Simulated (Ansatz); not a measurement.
Input file for Ansatz (a quantum-chemistry and plane-wave program): SC-NEVPT2 on CASSCF(4,3)/def2-TZVPP on AlH3Se (SMILES [AlH2][SeH]), a point of a bond scan (R = 3.974 Å).

Ansatz 0.2 input:
```yaml
crystal:
  periodic: [false, false, false]
  atoms:
    - {symbol: Al, position_ang: [0.36409461, 0.02746235, -1.55730963]}
    - {symbol: H, position_ang: [-0.69852445, -0.56976553, -2.55206934]}
    - {symbol: H, position_ang: [1.74544102, 0.64238966, -1.99374994]}
    - {symbol: Se, position_ang: [-0.20119715, -0.03048168, 0.69657830]}
    - {symbol: H, position_ang: [3.20553808, 1.69002312, 1.80520899]}
basis:
  gaussian:
    orbitals: def2-TZVPP
    pivot_positions_ang: [[0.36409461, 0.02746235, -1.55730963], [-0.69852445, -0.56976553, -2.55206934], [1.74544102, 0.64238966, -1.99374994], [-0.20119715, -0.03048168, 0.69657830], [3.20553808, 1.69002312, 1.80520899]]
magnetization: {spin_polarized: false}
correlation: {method: sc_nevpt2, electrons: outside_noble_gas, active_space: {window: {electrons: 4, orbitals: 3}}}
output: {orbitals: {seedname: ./end}}
```

Program output:

```
WARN ansatz: RAYON_NUM_THREADS=1 ignored (pool sized by the plan → 1); use --threads N
Functional definition: HF
integrals: 0.08 GiB planned
865 factors; integrals over basis functions are off by at most 3.9e-4 eV
mean field: 0.36 GiB planned
mean field evaluation 1: about -71922.3938 eV, gradient 2.1e1 eV
mean field evaluation 2: about -71922.4901 eV, gradient 2.1e1 eV
mean field evaluation 4: about -71925.4113 eV, gradient 2.0e1 eV
mean field evaluation 8: about -71927.8468 eV, gradient 6.8e-1 eV
mean field evaluation 16: about -71927.8502 eV, gradient 2.5e-6 eV
mean field evaluation 32: about -71927.8438 eV, gradient 3.2e-1 eV
mean field -71927.85016534 eV, -2643.2997391282 hartree, gradient 2.5e-6 eV, S^2 0.000000; 5 other end points of the search recorded, 0 dependent functions left out; unrestricted orbitals would lower it
reference -71927.85016534 eV, -2643.2997391282 hartree; 25, 25 occupied and 107, 107 virtual orbitals, 865 factors
configuration interaction: 0.16 GiB planned
configuration interaction: 0.00 GiB planned
state -71932.00476585 eV, -2643.4524178809 hartree
state -71932.00476585 eV, -2643.4524178809 hartree; corrected -71937.66007200 eV, -2643.6602465486 hartree
WARN: 1 active orbitals are nearly empty or full. The corrections depend on them more than the energy does, and are more stable in an active space without them
Total energy: -71937.66007200 eV, -2643.6602465486 hartree
```

The run converged.

Warnings raised: idle orbitals.

Cost: around 19 core-seconds (rough).
